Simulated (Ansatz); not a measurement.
Energy difference 2 R1 → P1, each structure at its B3LYP-D3(BJ)/def2-TZVP stationary point, reached from a drawn start (curvature not checked).
R1, OSi (SMILES [O+]#[Si-]) (charge 0, multiplicity 1):
| atom | x (Å) | y (Å) | z (Å) |
|---|---|---|---|
| Si | 0.0000 | 0.0000 | -0.7566 |
| O | 0.0000 | 0.0000 | 0.7566 |
P1, O2Si2 (charge 0, multiplicity 1, Z-matrix in Å and degrees):
```
O
Si 1 1.6993
Si 1 1.6993 2 92.72
O 2 1.6993 1 87.28 3 0.00
```

P less R. No zero-point or thermal terms.

Frozen-core correlation throughout.

The values were computed with Ansatz (a first-principles code) with Gaussian orbitals. Each number belongs to the level named beside it.

**Question.** What is the computed reaction energy (SCS-MP2/cc-pV(T+d)Z)?

**Answer.** -49.8 kcal/mol

**Question.** Give the reaction energy at the level CCSD(T)/cc-pV(Q+d)Z.

**Answer.** -55.5 kcal/mol

**Question.** Estimate the reaction energy that MP2/cc-pV(T+d)Z returns for this input.

**Answer.** -50.3 kcal/mol
